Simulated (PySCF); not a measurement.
**P²⁺: ionisation energy**

P²⁺ [Ne] 3s2 3p1 (2P) → P³⁺ [Ne] 3s2 (1S), as a difference of total energies. Calculation: PySCF 2.14, in dyall-av2z; the non-relativistic Hamiltonian (point nucleus). Correlated levels: valence: [Ne] frozen; virtual orbitals above 40 to 60 times the deepest correlated orbital energy dropped. The calculations carry no spin-orbit coupling.

```json
{"method": "UHF", "ionisation energy (eV)": "29.503", "plus first-order spin-orbit estimate": "29.544", "error of that sum (eV)": "-0.659"}
{"method": "LDA", "ionisation energy (eV)": "30.143", "plus first-order spin-orbit estimate": "30.183", "error of that sum (eV)": "-0.020"}
{"method": "PBE", "ionisation energy (eV)": "30.185", "plus first-order spin-orbit estimate": "30.225", "error of that sum (eV)": "+0.022"}
{"method": "PBE0", "ionisation energy (eV)": "30.201", "plus first-order spin-orbit estimate": "30.241", "error of that sum (eV)": "+0.038"}
{"method": "r2SCAN", "ionisation energy (eV)": "30.288", "plus first-order spin-orbit estimate": "30.328", "error of that sum (eV)": "+0.125"}
{"method": "PBEsol", "ionisation energy (eV)": "30.099", "plus first-order spin-orbit estimate": "30.139", "error of that sum (eV)": "-0.064"}
{"method": "wB97X-V", "ionisation energy (eV)": "30.018", "plus first-order spin-orbit estimate": "30.059", "error of that sum (eV)": "-0.144"}
{"method": "B3LYP", "ionisation energy (eV)": "30.223", "plus first-order spin-orbit estimate": "30.263", "error of that sum (eV)": "+0.060"}
{"method": "PW91", "ionisation energy (eV)": "30.266", "plus first-order spin-orbit estimate": "30.306", "error of that sum (eV)": "+0.103"}
{"method": "MP2 (valence)", "ionisation energy (eV)": "29.697", "plus first-order spin-orbit estimate": "29.738", "error of that sum (eV)": "-0.465"}
{"method": "SCS-MP2 (valence)", "ionisation energy (eV)": "29.677", "plus first-order spin-orbit estimate": "29.718", "error of that sum (eV)": "-0.485"}
```

Reference: 30.203 eV (measured; NIST Atomic Spectra Database, ionization energies).

A first-order spin-orbit estimate (lowest level to lowest level, LS coupling) adds 0.040 eV.

Errors of the correlated levels include the incompleteness of this basis and the frozen core.
